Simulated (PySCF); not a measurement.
Manganese: a sound run and one with changed settings

Sound run: Mn [Ar] 3d5 4s2, Mn+ [Ar] 3d5 4s1. Calculation: PySCF 2.14, in 6-31G*; no relativity, point nucleus. In the sound run the correlated levels freeze [Ar]. The sound run starts from symmetry-adapted Hartree-Fock orbitals and uses a fine grid where one is needed.

Changed run: the spin-free X2C one-electron Hamiltonian (Gaussian nucleus). This setting is unsound on purpose.

```json
{"species": "Mn", "method": "UHF", "sound run (hartree)": "-1149.71950", "changed run (hartree)": "-1155.98410", "converged": "yes"}
{"species": "Mn", "method": "LDA", "sound run (hartree)": "-1148.44896", "changed run (hartree)": "-1154.71272", "converged": "yes"}
{"species": "Mn", "method": "BP86", "sound run (hartree)": "-1150.97373", "changed run (hartree)": "-1157.23797", "converged": "yes"}
{"species": "Mn", "method": "MP2", "sound run (hartree)": "-1149.79031", "changed run (hartree)": "-1156.05511", "converged": "yes"}
{"species": "Mn+", "method": "UHF", "sound run (hartree)": "-1149.50143", "changed run (hartree)": "-1155.76399", "converged": "yes"}
{"species": "Mn+", "method": "LDA", "sound run (hartree)": "-1148.17970", "changed run (hartree)": "-1154.44090", "converged": "yes"}
{"species": "Mn+", "method": "BP86", "sound run (hartree)": "-1150.70837", "changed run (hartree)": "-1156.97017", "converged": "yes"}
{"species": "Mn+", "method": "MP2", "sound run (hartree)": "-1149.54849", "changed run (hartree)": "-1155.81109", "converged": "yes"}
```

Ionisation energy of Mn:

| method | sound run (eV) | changed run (eV) |
| --- | --- | --- |
| UHF | 5.934 | 5.990 |
| LDA | 7.327 | 7.397 |
| BP86 | 7.221 | 7.287 |
| MP2 | 6.580 | 6.640 |
| SCS-MP2 | 6.714 | 6.775 |

Most of the change in total energy is the relativistic energy itself. On top of that the contraction fixes the core shape for the Hamiltonian it was made with, so the changed run is not a good calculation with the other Hamiltonian either.

For comparison, NIST gives 7.434 eV between the lowest levels.
